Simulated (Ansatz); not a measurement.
The same path of AlFH$_{5}$NO (9 atoms, charge 0, multiplicity 1) was run twice with different band settings. Lost on the way: O7–H9. Made: N2–H9.

Level of theory: RHF/6-31G* (Ansatz 0.2.0).

Relaxed end points:

```xyz
9
Properties=species:S:1:pos:R:3
Al 0.028 0.161 0.373
N 0.068 -0.237 2.134
H -0.714 -0.643 2.608
H 0.907 -0.546 2.581
H 1.350 0.071 -0.491
F -1.429 -0.089 -0.393
O -0.347 2.133 0.602
H -1.176 2.370 0.195
H -0.425 2.257 1.545
```

```xyz
9
Properties=species:S:1:pos:R:3
Al -0.169 0.500 0.150
N -0.017 0.155 2.162
H -0.711 -0.512 2.451
H 0.882 -0.171 2.467
H 1.232 0.090 -0.481
F -1.423 -0.538 -0.189
O -0.574 2.163 0.347
H -0.747 2.757 -0.365
H -0.212 1.033 2.613
```

Common settings: climbing image yes; spring 5.0 eV/Å²; optimiser quadratic models (default); start path through a guess of the saddle point; force threshold 0.05 eV/Å; iteration limit 60; end points relaxed.

| run | movable images |
| --- | --- |
| 1 | 9 |
| 2 | 3 |

Question: What does each run give, and how far can it be trusted?

Answer: Run 1: converged after 10 iterations, highest image 0.466 eV above the first end. A vibrational analysis at the climbing image gives one clearly imaginary mode, 1578i cm⁻¹: a first-order saddle point.
Run 2: converged after 12 iterations, highest image 0.466 eV above the first end. Another band between the same ends (9 images) ends at a top of the same energy, where a vibrational analysis finds 1 clearly imaginary mode. So few images can step over the top or miss a turn of the path.
The orbitals stay closed-shell, which can raise the energy where a bond breaks towards radicals; this wasn't checked here.
